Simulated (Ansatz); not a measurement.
BMe2(OH) (C₂H₇BO). The state is a singlet with charge 0. Geometry PBE0-D4/def2-SVP.

```xyz
11

B    -0.2463   -0.1982    0.2468
C     0.0937   -1.1267   -0.9785
H    -0.0096   -0.5961   -1.9389
H    -0.5202   -2.0384   -1.0042
H     1.1530   -1.4337   -0.9176
C     0.3382    1.2669    0.3669
H     0.1357    1.7696    1.3269
H    -0.0858    1.8966   -0.4348
H     1.4283    1.2704    0.2026
O    -1.0670   -0.7125    1.2028
H    -1.2200   -0.0979    1.9281
```

B3LYP takes the VWN-RPA correlation.

Estimate the orbital energies around the gap (eV) in Ansatz with LDA (SPW92)/def2-TZVP, PBE-D4/def2-TZVP, revPBE-D4/def2-TZVP, B3LYP-D4/6-31G, PBE0-D4/def2-SVP.


| orbital | LDA (SPW92)/def2-TZVP | PBE-D4/def2-TZVP | revPBE-D4/def2-TZVP | B3LYP-D4/6-31G | PBE0-D4/def2-SVP |
| --- | --- | --- | --- | --- | --- |
| HOMO−9 | -16.51 | -16.57 | -16.57 | -18.35 | -18.66 |
| HOMO−8 | -13.58 | -13.47 | -13.42 | -15.00 | -15.25 |
| HOMO−7 | -10.45 | -10.35 | -10.30 | -11.54 | -12.01 |
| HOMO−6 | -10.19 | -10.09 | -10.05 | -11.30 | -11.63 |
| HOMO−5 | -10.13 | -10.03 | -9.98 | -11.20 | -11.50 |
| HOMO−4 | -9.15 | -9.12 | -9.09 | -10.23 | -10.51 |
| HOMO−3 | -8.90 | -8.88 | -8.85 | -9.94 | -10.27 |
| HOMO−2 | -8.50 | -8.39 | -8.34 | -9.48 | -9.86 |
| HOMO−1 | -8.40 | -8.24 | -8.18 | -9.26 | -9.71 |
| HOMO | -7.05 | -6.95 | -6.90 | -7.90 | -8.29 |
| LUMO | -0.58 | -0.34 | -0.24 | 0.80 | 0.88 |
| LUMO+1 | -0.22 | -0.10 | -0.04 | 1.82 | 1.51 |
| LUMO+2 | 0.88 | 0.98 | 1.03 | 3.24 | 2.67 |
| LUMO+3 | 1.58 | 1.63 | 1.65 | 3.90 | 3.44 |
| LUMO+4 | 1.95 | 2.09 | 2.13 | 4.20 | 3.62 |
| LUMO+5 | 2.01 | 2.11 | 2.17 | 4.73 | 3.94 |
